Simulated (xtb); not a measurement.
SnI2, SMILES [I][Sn][I] (connectivity only; charge and spin as stated), neutral, multiplicity 1. All values are semi-empirical tight-binding results from xtb (GFN2-xTB unless named), good for trends rather than for accurate numbers. Geometry optimised at GFN2-xTB. The isomer is the one that the SMILES or the coordinates give; other isomers of the formula were not compared.

Optimised geometry:

```xyz
3

Sn     0.0000     0.0000     1.1546
I      0.0000     2.1430    -0.5446
I      0.0000    -2.1430    -0.5446
```

For metal compounds this method's bond lengths and energies can be far off.

```json
{
  "point_group_as_xtb_finds_it": "C2v",
  "orbital_gap": "3.86 eV",
  "zero_point_energy": "0.7 kcal/mol",
  "G − E(el) at 298.15 K (modified RRHO)": "-20.1 kcal/mol"
}
```

Computed atomic charges and the Wiberg bond orders between heavy atoms:
charges (e) Sn1 0.44, I2 -0.22, I3 -0.22. Bond orders Sn1–I2 1.27, Sn1–I3 1.27.
